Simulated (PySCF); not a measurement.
A thermochemical cycle for KTe

PBE in PySCF with def2-SVP on every atom (core potentials on Te), for the lowest determinant that a PBE0 search found; no spin–orbit coupling. KTe, a doublet (π ↑), has De = 2.18 eV to neutral atoms, and KTe⁺, a triplet (π ↑↑), has De = 0.46 eV to K⁺ + Te.

At the same level the K atom ionises at 4.43 eV.

Problem. What is the adiabatic ionisation energy of the molecule, and does ionisation strengthen or weaken the bond?

Solution. IE = IE(K) + De(neutral) − De(ion) = 4.43 + 2.18 − 0.46 = 6.15 eV. De changes by -1.72 eV, so ionisation weakens the bond.

Weak bonds: KTe⁺. Basis-set superposition, not corrected here, can be much of De in a small basis, most of all at correlated wavefunction levels. Spin–orbit coupling is left out, which matters for elements this heavy, above all for dissociation energies. For an ion De counts to the pair picked by the measured ionisation energies or electron affinities, which need not be the lowest pair at this level. States were picked by a PBE0 search and need not be the measured ground states.
